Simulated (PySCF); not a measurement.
Job file and geometry (Å, from GFN2-xTB) of an NMR shielding run on SMILES [SiH2]1[SiH2]C[C@H](C#C)SC1, C5H10SSi2, GIAO PBE0/pcSseg-1 NMR shielding, non-relativistic, gas phase in PySCF 2.14.0, density-fitted response routines; density fitting, a coarse starting grid and PySCF grid level 2 are the driver's defaults:

```
$ OMP_NUM_THREADS=1 python probes_run.py task.json out

{"job": {"kind": "nmr", "xc": "PBE0", "basis": "pcSseg-1"}, "charge": 0, "multiplicity": 1}
C      2.107144     0.041489     1.750389
C      1.709597     0.446206     0.694956
C      1.159589     0.939167    -0.540220
C      0.844554    -0.178965    -1.534193
Si    -0.284620    -1.556274    -0.832100
Si    -2.029096    -0.473690     0.236484
C     -1.254318     1.080075     1.035352
S     -0.300311     2.032332    -0.194472
H      2.496484    -0.314104     2.657347
H      1.863238     1.651510    -0.988484
H      0.377401     0.274897    -2.410386
H      1.793100    -0.605299    -1.870007
H      0.538520    -2.400174     0.045636
H     -0.680158    -2.388488    -1.976217
H     -3.078641     0.025271    -0.661100
H     -2.685405    -1.211876     1.323344
H     -2.003821     1.785376     1.388685
H     -0.582017     0.858864     1.863328
```

**Question.** What does the program print?

**Answer.** 
```
coarse grid: 16504 points
cycle   1  E = -1172.8731448307  dE =  8.206e-01  |g| = 4.119e-01  |ddm| = 4.090e+00
cycle   2  E = -1172.8746544598  dE = -1.510e-03  |g| = 4.073e-01  |ddm| = 9.214e-01
cycle   3  E = -1172.9157202702  dE = -4.107e-02  |g| = 7.511e-02  |ddm| = 4.330e-01
cycle   4  E = -1172.9168190811  dE = -1.099e-03  |g| = 3.977e-02  |ddm| = 1.176e-01
cycle   5  E = -1172.9171659208  dE = -3.468e-04  |g| = 1.636e-02  |ddm| = 4.449e-02
cycle   6  E = -1172.9172292041  dE = -6.328e-05  |g| = 3.802e-03  |ddm| = 1.698e-02
cycle   7  E = -1172.9172327166  dE = -3.512e-06  |g| = 8.951e-04  |ddm| = 4.030e-03
final grid: 145360 points
cycle   8  E = -1172.9672817296  dE = -2.989e-05  |g| = 7.973e-03  |ddm| = 3.986e-02
cycle   9  E = -1172.9672672471  dE =  1.448e-05  |g| = 1.087e-02  |ddm| = 1.943e-02
cycle  10  E = -1172.9672974278  dE = -3.018e-05  |g| = 1.423e-03  |ddm| = 1.236e-02
cycle  11  E = -1172.9672978512  dE = -4.233e-07  |g| = 5.730e-04  |ddm| = 1.495e-03
cycle  12  E = -1172.9672979325  dE = -8.134e-08  |g| = 8.924e-05  |ddm| = 5.233e-04
cycle  13  E = -1172.9672979345  dE = -1.959e-09  |g| = 2.831e-05  |ddm| = 1.301e-04
cycle  14  E = -1172.9672979347  dE = -2.024e-10  |g| = 8.452e-06  |ddm| = 4.677e-05
converged SCF energy = -1172.9672979347

GIAO shielding tensors (ppm)
atom      isotropic    diamagn.    paramagn.     s11        s22        s33       span
  0 C      102.129     258.553    -156.424     33.072     42.128    231.187    198.115
  1 C      100.844     265.261    -164.417     -2.738     11.588    293.683    296.421
  2 C      150.175     245.293     -95.118    137.182    151.410    161.935     24.753
  3 C      167.877     250.895     -83.018    137.454    173.916    192.262     54.808
  4 Si     437.767     878.785    -441.018    416.492    433.412    463.397     46.905
  5 Si     438.088     878.940    -440.852    414.426    439.963    459.874     45.447
  6 C      175.577     254.182     -78.606    158.752    175.018    192.960     34.208
  7 S      445.313    1055.654    -610.340    279.517    390.819    665.604    386.088
  8 H       29.443      34.494      -5.052     24.226     24.623     39.480     15.255
  9 H       27.786      28.708      -0.922     23.742     24.559     35.057     11.316
 10 H       30.357      30.551      -0.194     26.497     28.111     36.462      9.965
 11 H       30.055      29.332       0.723     25.006     27.562     37.596     12.590
 12 H       27.427      28.966      -1.538     23.719     26.264     32.300      8.581
 13 H       28.040      28.230      -0.190     24.509     25.093     34.517     10.008
 14 H       27.730      28.389      -0.659     24.364     25.505     33.322      8.958
 15 H       27.656      28.272      -0.616     23.815     24.731     34.421     10.606
 16 H       29.879      29.615       0.265     23.948     27.018     38.672     14.724
 17 H       28.935      31.410      -2.475     24.594     27.980     34.232      9.638
```

**Question.** Turn these shieldings into chemical shifts. Scale: ¹³C (σ = 186.93 ppm), ²⁹Si (σ = 349.16 ppm), ¹H (σ = 31.72 ppm) vs TMS; ³³S (σ = 503.73 ppm) against CS2 (reference shieldings calculated alike).

**Answer.** Averaging equivalent atoms: C 1: 86.1; C 0: 84.8; C 2: 36.7; C 3: 19.0; C 6: 11.3; Si 4: -88.6; Si 5: -88.9; S 7: 58; H 12: 4.29; H 15: 4.06; H 14: 3.99; H 9: 3.93; H 13: 3.68; H 17: 2.78; H 8: 2.27; H 16: 1.84; H 11: 1.66; H 10: 1.36 ppm. 

Size and cost of the density-fitted run: 207 basis functions, 71 s wall time on 1 thread of an Arm Neoverse N1, shared host; peak memory 1 GiB.
